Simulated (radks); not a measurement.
Values are calculated unless marked as measured or tabulated.
All-electron atom: the ytterbium ion Yb2+ in [Xe] 4f14. Code: a radial shooting solver on a logarithmic mesh with Libxc functionals. Model: non-relativistic Kohn-Sham, revTPSS, spin-polarised, spherical densities, point nucleus; meta-GGA in the generalised Kohn-Sham scheme; relativity is left out, which matters for an element this heavy. Some entries of the table are withheld. Estimate them.

| orbital | occ. | eigenvalue (hartree) | <r^2> (bohr^2) | <r> (bohr) |
|---|---|---|---|---|
| 1s | 2 | (1) | (2) | 0.02164 |
| 2s | 2 | -338.8936 | 0.009859 | 0.09171 |
| 2p | 6 | -323.7666 | 0.007312 | 0.07768 |
| 3s | 2 | -76.13447 | 0.06250 | 0.2342 |
| 3p | 6 | -69.26060 | 0.05811 | 0.2242 |
| 3d | 10 | -56.54985 | 0.04563 | 0.1975 |
| 4s | 2 | -14.91284 | 0.3132 | 0.5269 |
| 4p | 6 | -12.12026 | 0.3282 | 0.5372 |
| 4d | 10 | -7.10249 | 0.3678 | 0.5629 |
| 5s | 2 | (3) | 1.964 | 1.321 |
| 5p | 6 | -1.48071 | 2.531 | 1.492 |
| 4f | 14 | (4) | 0.7381 | 0.7426 |
| 5d | 0 | (5) | 6.558 | 2.354 |
| 6s | 0 | -0.49643 | 13.74 | 3.507 |

Answer. 
(1) 1s eigenvalue (hartree): -2087.736
(2) 1s <r^2> (bohr^2): 0.0006261
(3) 5s eigenvalue (hartree): -2.20866
(4) 4f eigenvalue (hartree): -0.78306
(5) 5d eigenvalue (hartree): -0.49794
